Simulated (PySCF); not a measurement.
**Static response to an electric field**

Compound: C2H7F3Si2.
Geometry (GFN2-xTB, Å), atoms numbered from 1 in this order:
```xyz
14
C2H7F3Si2 angstrom
F      1.0305   -0.9103    1.5342
C      1.2146   -0.7946    0.2039
F      1.3229   -2.0608   -0.2549
F      2.4484   -0.2638    0.0580
C      0.1443   -0.0090   -0.4635
Si    -1.5180   -0.9358   -0.2565
Si     0.1773    1.7789    0.2196
H      0.4046    0.0134   -1.5244
H     -1.8459   -0.9777    1.1657
H     -2.5047   -0.1603   -1.0064
H     -1.3926   -2.2842   -0.8054
H     -0.1601    1.7348    1.6398
H      1.5052    2.3519    0.0114
H     -0.8273    2.5171   -0.5439
```

Level: PBE0/def2-SVPD (PySCF), static field, nuclei fixed, core orbitals frozen in the response. The polarisability tensor in these axes (au):

```
x   81.93  4.26  2.00
y    4.26 86.32  1.98
z    2.00  1.98 70.91
```

Problem. Give the principal values, the mean and the anisotropy Δα = √{½[(α1 − α2)² + (α2 − α3)² + (α1 − α3)²]}.

Solution. Principal values 70.45, 79.38 and 89.33 au; mean 79.72 au = 11.81 Å³ = 13.14 × 10⁻⁴⁰ C²·m²/J; Δα = 16.35 au (21 % of the mean).

Problem. What is the dipole moment, and where does it point?

Solution. (-1.65, 1.22, -1.09) D, 2.32 D in size, pointing from the negative to the positive side. Measured along this direction, the outermost atoms are F1, F4 and F3 at the negative end and H10 and H14 at the positive end.

Problem. Refractivity n − 1 of an ideal gas of it at 500 K and 1 atm, from the electronic α?

Solution. N = p/kT = 1.4678 × 10¹⁹ cm⁻³, so n − 1 = 2π × N × 11.81 × 10⁻²⁴ cm³ = 1089 × 10⁻⁶ at long wavelengths, for an ideal gas.

Problem. Molar refractivity from α?

Solution. Lorentz–Lorenz: R = (4π/3)N_A α = 2.5225 cm³/(mol·Å³) × 11.81 Å³ = 29.8 cm³/mol, in the limit of long wavelengths.

Problem. Traceless (Buckingham) quadrupole moment about the centre of nuclear charge: eigenvalues?

Solution. -3.64, 1.76, 1.88 D·Å. The values depend on the origin, since the dipole doesn't vanish. The electronic extent ⟨r²⟩ about the same centre is 1130 bohr², a root-mean-square distance of 2.07 Å for the 74 electrons.

Problem. Find the Langevin capture rate constant for H3+ (3.023 u) meeting this molecule (144.004 u), k = 2.342 × 10⁻⁹ cm³/s × √(α in Å³ / reduced mass in u).

Solution. The reduced mass is 2.96 u, so k = 4.68 × 10⁻⁹ cm³/s. The formula leaves out the permanent dipole, which adds to the capture rate.

Problem. Rayleigh depolarisation ratio (linearly polarised light, static tensor)?

Solution. ρ = 3Δα²/(45ᾱ² + 4Δα²) = 802.5/(285981 + 1069.9) = 0.0028.

Geometry: GFN2-xTB; no solvent, vibrations or thermal averaging.
